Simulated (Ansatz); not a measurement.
Gas-phase reaction in SMILES: ClCl → 2 Cl atom (the Cl-Cl bond at the site shown breaks; other sites are not compared here)
Structures are relaxed separately at B3LYP-D3(BJ)/def2-TZVP in Ansatz (an electronic-structure program).

Quantity: bond dissociation energy (electronic energy difference), in eV. Cores are frozen in the correlated levels unless marked. UHF or UKS for open shells. Spin-orbit coupling is left out. Non-relativistic. FCI takes restricted orbitals. CBS(X,Y): correlation extrapolated as X^-3; Hartree-Fock from the larger set (for Q and 5 zeta extrapolated as (X+1)exp(-9√X)).

| level | program | bond dissociation energy (eV) |
|---|---|---|
| BLYP-D4/def2-TZVPD | Ansatz + dftd4 | 2.59 |
| SCS-MP2/def2-SVP | Ansatz | 1.82 |
| FCI/STO-3G | Ansatz | 1.59 |
| CCSD(T)/CBS(cc-pV(Q+d)Z,cc-pV(5+d)Z) | Ansatz | [?] |

### Question
What belongs in the gaps?

### Answer

- CCSD(T)/CBS(cc-pV(Q+d)Z,cc-pV(5+d)Z), bond dissociation energy (eV): 2.58
